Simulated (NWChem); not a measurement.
SiClF, singlet; SMILES [Si](Cl)F

All runs: NWChem. Pople sets run with spherical d functions. Medium grid unless said otherwise, to which SCAN and Minnesota functionals are sensitive. Low-valent species are run as closed-shell singlets; no triplet was tried in these runs. Geometry: optimised at PBE-D3(BJ)/def2-SVP. Hybrids' shares of exact exchange are those that their runs print; pure functionals count as 0. The functionals differ in more than this share.

| row | share of exact exchange | orbital gap (eV) |
|---|---|---|
| PBE/6-31G* | 0.00 | 3.49 |
| KT2/6-31G* | 0.00 | 3.53 |
| B3LYP/6-31G* | 0.20 | 5.07 |
| r2SCAN0/6-31G* | 0.25 | 5.64 |
| MPW1K/6-31G* | 0.43 | withheld |
| M06-2X/6-31G* | 0.54 | 7.37 |

Task: Fit a straight line of the last column on the one before it, predict the withheld value, and compare with the run.

Result: 
1. Means of the 5 shown rows: x = 0.198, y = 5.020. Slope Σ(x − x̄)(y − ȳ)/Σ(x − x̄)² = 1.434/0.1981 = 7.239; intercept 3.587.
2. The shown rows scatter about the line by 0.133 (root mean square); the largest residual is +0.24, at r2SCAN0/6-31G*.
3. At x = 0.43 (MPW1K/6-31G*; inside the shown range) the line gives 6.70.
4. The run gives 6.85, +0.15 from the line, 1.1 times the scatter.
